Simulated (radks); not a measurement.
Results of a calculation; reference values are marked as such.
Rb29+, 8 electrons, occupied as [He] 2s2 2p4.

Level of theory: scalar-relativistic Kohn-Sham, LDA (Slater exchange, Perdew-Zunger correlation), spin-polarised, spherical densities, finite nucleus; open shells are filled with parallel spins first (spin-orbit coupling, left out, can overturn this in heavy ions); Fermi nuclear charge, rms radius 4.2036 fm (a radial shooting solver on a logarithmic mesh with Libxc functionals).

Energy parts (eV):
part                       energy
total                  -60605.064
kinetic                 62417.447
electron-nucleus      -128496.229
Hartree                  6748.675
exchange-correlation    -1274.957

Orbitals (lengths in bohr, moments of r in powers of bohr; r(90%) holds 90 % of the orbital's charge):
[
 {"orbital": "1s up", "occ.": "1", "eigenvalue (eV)": "-16795.69", "<1/r>": "37.87", "r(90%)": "0.0720", "<r>": "0.04027", "<r^2>": "0.002183"},
 {"orbital": "1s down", "occ.": "1", "eigenvalue (eV)": "-16779.55", "<1/r>": "37.90", "r(90%)": "0.0720", "<r>": "0.04024", "<r^2>": "0.002180"},
 {"orbital": "2s up", "occ.": "1", "eigenvalue (eV)": "-3581.352", "<1/r>": "8.797", "r(90%)": "0.262", "<r>": "0.1710", "<r^2>": "0.03429"},
 {"orbital": "2s down", "occ.": "1", "eigenvalue (eV)": "-3558.497", "<1/r>": "8.765", "r(90%)": "0.263", "<r>": "0.1715", "<r^2>": "0.03448"},
 {"orbital": "2p up", "occ.": "3", "eigenvalue (eV)": "-3396.857", "<1/r>": "8.580", "r(90%)": "0.238", "<r>": "0.1475", "<r^2>": "0.02638"},
 {"orbital": "2p down", "occ.": "1", "eigenvalue (eV)": "-3369.246", "<1/r>": "8.556", "r(90%)": "0.239", "<r>": "0.1481", "<r^2>": "0.02658"}
]

The highest occupied level is 2p down at -3369.2 eV. Spin moment in Bohr magnetons: 2. For comparison, the ionisation energy in NIST's Atomic Spectra Database is 3443 eV (semi-empirical). In exact Kohn-Sham theory the highest level is minus the ionisation energy, but local and semilocal functionals leave it too shallow, through self-interaction and a potential that decays too fast; potentials with the right tail come closer.
